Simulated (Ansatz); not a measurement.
Ideal-gas functions of CH4AlBrSe (`C[Se][AlH][Br]`) at 500 K and 1 bar, from an Ansatz frequency run at PBE0-D4/def2-TZVP.

Molar mass 201.89 g/mol, point group Cs (symmetry number 1), electronic degeneracy 1, moments of inertia 97.86, 645.55, 740.199 u Å². Harmonic wavenumbers (cm⁻¹, unscaled): 46, 88, 99, 178, 348, 434, 459, 603, 619, 927, 932, 1310, 1465, 1468, 1979, 3083, 3187, 3191.

Use S(trans) = R[1.5 ln M + 2.5 ln T − 1.1517]; rotational temperatures θ = 24.2544 K / I; S(rot) = R[ln(√π/σ · √(T³/θAθBθC)) + 1.5]; for each mode x = 1.438777 ν̃/T, S = R[x/(eˣ − 1) − ln(1 − e⁻ˣ)] and H = RT x/(eˣ − 1); 1 cm⁻¹ = 0.0119627 kJ/mol; R = 8.31446 J/(mol·K).

Question: By hand: the entropy, in J/(mol·K).

Answer: Translation 185.8. Rotation: θ = 0.2478, 0.0376, 0.0328 K, giving 128.4. Vibration, mode by mode: 25.13, 19.76, 18.78, 13.97, 8.64, 6.99, 6.58, 4.70, 4.53, 2.25, 2.23, 0.93, 0.65, 0.64, 0.19, 0.01, 0.01, 0.01, in all 116.0. Electronic 0.0. Sum 430.2 J/(mol·K).

Question: By hand: H − E and G − E in kJ/mol, counted from the electronic energy.

Answer: Zero-point energy ½ × 20416 × 0.0119627 = 122.1; thermal vibration 26.5; translation, rotation and pV give 4 RT = 16.6. H − E = 165.2 kJ/mol, and G − E = 165.2 − 500 × 430.2/1000 = -49.9 kJ/mol.

Vibration gives 27 % of the entropy, 63.7 J/(mol·K) of it from the modes under 150 cm⁻¹: soft modes count most, and the harmonic formula is weakest for them. The sum counts one conformer and one mirror image; others add a mixing term.
